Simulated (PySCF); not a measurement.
CH₇FOSi₂, SMILES OC[SiH2][SiH2]F.

Geometry: PBE0-D3(BJ)/def2-SVP. The structure was generated by enumeration, and PubChem lists no compound with its InChIKey, so it may never have been made. The values are those of a single conformer.

Vertical ionisation energy (IE) and electron affinity (EA) in eV. Rows of orbital energies are one-electron estimates. Where ΔSCF, EOM or ADC give a negative EA the extra electron is unbound and the value depends on the basis.

```csv
level,IE,EA
"−ε(HOMO), −ε(LUMO), r2SCAN/def2-TZVP (PySCF)",6.57,1.10
"−ε(HOMO), −ε(LUMO), PBE/def2-TZVP (PySCF)",(withheld),(withheld)
```

Task: Fill in the missing entries. (An estimate is asked for; the answer gives what the named calculation found.)

Result: 
- −ε(HOMO), −ε(LUMO), PBE/def2-TZVP (PySCF), IE: 6.28
- −ε(HOMO), −ε(LUMO), PBE/def2-TZVP (PySCF), EA: 1.43
